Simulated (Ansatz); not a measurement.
Ansatz (a program for electronic structure) input (PBE0/def2-QZVPP):
A basis named .json is the Basis Set Exchange file of that set.

Ansatz 0.2 input:
```yaml
crystal:
  periodic: [false, false, false]
  atoms:
    - {symbol: Al, position_ang: [-0.00000000, -0.00000000, -0.53575021]}
    - {symbol: O, position_ang: [-0.00000000, -0.00000000, -2.24291911]}
    - {symbol: Cl, position_ang: [0.00000000, 0.00000000, 1.46518269]}
basis:
  gaussian:
    orbitals: def2-QZVPP.json
hamiltonian:
  xc: {name: PBE0}
total_charge: 1
magnetization: {spin_polarized: true, initial_magnetization: 1}
```

Output:

```
Functional definition: PBE0
integrals: 0.10 GiB planned
945 factors; their error is unknown
mean field: 1.10 GiB planned
mean field evaluation 1: about -21123.2097 eV, gradient 7.7e1 eV
mean field evaluation 2: about -20902.5892 eV, gradient 1.4e2 eV
mean field evaluation 4: about -21146.8331 eV, gradient 2.9e1 eV
mean field evaluation 8: about -21150.7170 eV, gradient 6.7e-1 eV
mean field evaluation 16: about -21150.7393 eV, gradient 1.7e-3 eV
mean field -21150.73926165 eV, -777.2753313796 hartree, gradient 7.9e-5 eV, S^2 0.753776; 1 other end points of the search recorded, 0 dependent functions left out
reference -21150.73928579 eV, -777.2753322668 hartree; 19, 18 occupied and 178, 179 virtual orbitals, 945 factors
Total energy: -21150.73928579 eV, -777.2753322668 hartree
```
